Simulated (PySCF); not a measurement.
FH4N2OTa, SMILES [NH2][Ta]([NH2])(=[O])[F], multiplicity 1. Coordinates come from a B3LYP-D3(BJ)/def2-SVP optimisation. The spin state was assumed, not searched. The def2 effective core potentials stand for the cores of Ta; spin–orbit coupling is left out. One conformer was computed; it need not be the lowest.

Computed equilibrium geometry at B3LYP-D3(BJ)/def2-SVP (PySCF confirms it by a frequency run) as Cartesian coordinates in Å, and its point group (one conformer of several):
point group Cs.
```xyz
9

Ta     0.0349    -0.0243     0.0000
O      1.7540     0.1631     0.0000
F     -0.5227    -1.8538     0.0000
N     -0.6169     0.8855    -1.6451
H     -1.5946     1.0144    -1.9035
H     -0.0234     1.3626    -2.3212
N     -0.6169     0.8855     1.6451
H     -0.0234     1.3626     2.3212
H     -1.5946     1.0144     1.9035
```
Charge 0, spin multiplicity 1.
